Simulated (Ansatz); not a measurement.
Ansatz (a quantum-chemistry and plane-wave program) input (B3LYP/cc-pVDZ):

Ansatz 0.2 input:
```yaml
crystal:
  periodic: [false, false, false]
  atoms:
    - {symbol: C, position_ang: [0.39948600, 2.33212600, 0.65042300]}
    - {symbol: C, position_ang: [0.37391600, 1.10707100, 0.30952400]}
    - {symbol: B, position_ang: [-0.03454400, -0.27967200, -0.07576200]}
    - {symbol: C, position_ang: [1.09321800, -1.35753800, -0.30797400]}
    - {symbol: C, position_ang: [-1.55145200, -0.64939100, -0.25119800]}
    - {symbol: H, position_ang: [1.13707300, -1.96890300, 0.60254200]}
    - {symbol: H, position_ang: [2.09068700, -0.95705200, -0.48161900]}
    - {symbol: H, position_ang: [0.82247600, -2.03385900, -1.12236100]}
    - {symbol: H, position_ang: [-2.23900000, -0.00869900, 0.29898700]}
    - {symbol: H, position_ang: [-1.78481500, -0.53090800, -1.31754900]}
    - {symbol: H, position_ang: [-1.74470200, -1.69582800, -0.00584400]}
basis:
  gaussian:
    orbitals: cc-pVDZ
hamiltonian:
  xc: {name: B3LYP}
magnetization: {spin_polarized: true, initial_magnetization: 1}
output: {forces: true}
```

Output:

```
Functional definition: B3LYP
integrals: 0.05 GiB planned
919 factors; integrals over basis functions are off by at most 1.1e-3 eV
mean field: 0.50 GiB planned
mean field evaluation 1: about -4907.5560 eV, gradient 4.6e1 eV
mean field evaluation 2: about -4883.6715 eV, gradient 7.7e1 eV
mean field evaluation 4: about -4917.7989 eV, gradient 5.2e0 eV
mean field evaluation 8: about -4918.0077 eV, gradient 7.5e-1 eV
mean field evaluation 16: about -4918.2371 eV, gradient 3.3e-2 eV
mean field evaluation 32: about -4918.0874 eV, gradient 8.8e-1 eV
mean field -4918.23714902 eV, -180.7418815257 hartree, gradient 1.9e-5 eV, S^2 0.763589; 4 other end points of the search recorded, 0 dependent functions left out
the calculation of the forces begins
reference -4918.23738309 eV, -180.7418901277 hartree; 18, 17 occupied and 82, 83 virtual orbitals, 919 factors
Total energy: -4918.23738309 eV, -180.7418901277 hartree
Atom 0 at     0.399486     2.332126     0.650423 Å, force     0.004923     0.882007     0.244543 eV/Å
Atom 1 at     0.373916     1.107071     0.309524 Å, force     0.125734    -0.548673    -0.149448 eV/Å
Atom 2 at    -0.034544    -0.279672    -0.075762 Å, force    -0.078846    -0.131167    -0.038990 eV/Å
Atom 3 at     1.093218    -1.357538    -0.307974 Å, force    -0.128073     0.174939    -0.016321 eV/Å
Atom 4 at    -1.551452    -0.649391    -0.251198 Å, force     0.199455     0.023755     0.081025 eV/Å
Atom 5 at     1.137073    -1.968903     0.602542 Å, force     0.010005    -0.197690     0.294740 eV/Å
Atom 6 at     2.090687    -0.957052    -0.481619 Å, force     0.349257     0.129491    -0.054891 eV/Å
Atom 7 at     0.822476    -2.033859    -1.122361 Å, force    -0.086544    -0.236856    -0.262778 eV/Å
Atom 8 at    -2.239000    -0.008699     0.298987 Å, force    -0.242667     0.220711     0.181246 eV/Å
Atom 9 at    -1.784815    -0.530908    -1.317549 Å, force    -0.074846     0.034262    -0.345559 eV/Å
Atom 10 at    -1.744702    -1.695828    -0.005844 Å, force    -0.078398    -0.350780     0.066432 eV/Å
Dipole moment:     0.009871    -0.584201    -0.165445 e Å
```

The geometry given is a B3LYP-D3(BJ)/def2-TZVP minimum.
